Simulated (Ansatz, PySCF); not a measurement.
Gas-phase reaction in SMILES: C[SiH3] [methylsilane] → C[SiH2] + H atom (the H-Si bond at the site shown breaks; other sites are not compared here)
Each molecule is optimised on its own at B3LYP-D3(BJ)/def2-TZVP (Ansatz, an electronic-structure program).

Property: bond dissociation energy (enthalpy at 298 K, with B3LYP-D3(BJ) rigid-rotor harmonic-oscillator terms from PySCF), in kcal/mol. Cores are frozen in the correlated levels unless marked. UHF or UKS for open shells. Spin-orbit coupling is left out. Non-relativistic. CBS marks a two-point X^-3 extrapolation of the correlation energy; Hartree-Fock from the larger set. [CCSD(T)-MP2]/basis is that difference in the basis named.

RI-MP2/CBS(def2-TZVPPD,def2-QZVPPD)+[CCSD(T)-MP2]/def2-TZVPPD (Ansatz) gives 93.3 kcal/mol.

### Question
Another calculation gave 89.6 kcal/mol. Which level was it?
A) wB97M-V/def2-TZVPD (Ansatz)
B) M06-2X/def2-TZVPD (PySCF)
C) HF/def2-TZVPD (PySCF)
D) revPBE/def2-TZVPD (Ansatz)

### Answer
B, M06-2X/def2-TZVPD (PySCF). The others give 72.2 (HF), 93.2 (wB97M-V), 85.2 (revPBE) kcal/mol.
